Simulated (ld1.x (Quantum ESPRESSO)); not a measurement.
Hf, TM: configuration errors across variants

| Item | Value |
| --- | --- |
| Element | hafnium (Hf) |
| Generator | ld1.x (Quantum ESPRESSO) 7.5 |
| Type | norm-conserving Troullier–Martins (Kleinman–Bylander form) |
| Functional | PBEsol |
| Relativity | scalar-relativistic |
| Frozen core | [Kr] 4d10 4f14 |
| Valence charge | 12 |
| Reference configuration | 5s2 5p6 5d1 6s0 6p0 (charge +3) |
| Partial waves | 5s (bound): rc 1.15 bohr; 5p (bound): rc 1.80 bohr; 5d (bound): rc 2.65 bohr |
| Local potential | all-electron potential smoothed inside 1.45 bohr (lloc = -1) |
| Core correction | a·sin(br)/r model core inside 0.85 bohr |

All-electron excitation energies from the reference (eV): (1) 5s2 5p6 5d2 6s2 6p0 -43.945; (2) 5s2 5p6 5d2 6s1 6p0 -35.937; (3) 5s2 5p6 5d2 6s0 6p0 -21.774; (4) 5s2 5p6 5d1 6s2 6p0 -37.405; (5) 5s2 5p6 5d0 6s0 6p0 32.821; (6) 5s2 5p6 5d2.5 6s1.5 6p0 -42.690; (7) 5s2 5p6 5d2 6s0 6p2 -36.025.

Tests that are not counted but printed errors over 1 eV. “local potential all-electron potential smoothed inside 2.00 bohr (lloc = -1)”: 5s2 5p6 5d2 6s2 6p0 (solver errors, printed error -1337 eV); 5s2 5p6 5d1 6s2 6p0 (solver errors, printed error -32.5 eV); 2 more.

4 further variants failed, have other tests or another functional or relativity, and are left out.

A true bound ghost makes a file unfit for plane-wave use even where its test errors are small: the radial tests pick states by their node count and pass the ghost by. Where a test does run into it, the solver fails or the error is huge.

Errors AE − PS in meV (a dash: test not solved or not reliable):

| change | (1) | (2) | (3) | (4) | (5) | (6) | (7) | bound ghosts |
| --- | --- | --- | --- | --- | --- | --- | --- | --- |
| base | +51 | +22 | -24 | +124 | -51 | +11 | +50 | none |
| local potential all-electron potential smoothed inside 2.00 bohr (lloc = -1) | – | – | -23 | – | -47 | – | +252 | s |
| core correction a·sin(br)/r model core inside 0.44 bohr | +51 | +22 | -24 | +124 | -51 | +11 | +51 | none |
| wave 5d (bound): rc 2.65 bohr becomes 5d (bound): rc 2.60 bohr | +51 | +21 | -26 | +125 | -55 | +11 | +50 | none |
| wave 5s (bound): rc 1.15 bohr becomes 5s (bound): rc 1.08 bohr | +44 | +18 | -24 | +114 | -51 | +6.2 | +51 | none |

(1) Give the same row for: wave 5p (bound): rc 1.80 bohr becomes 5p (bound): rc 1.26 bohr.

Results:

(1) +48, +21, -25, +122, -53, +9.1, -0.8; bound ghosts: none.
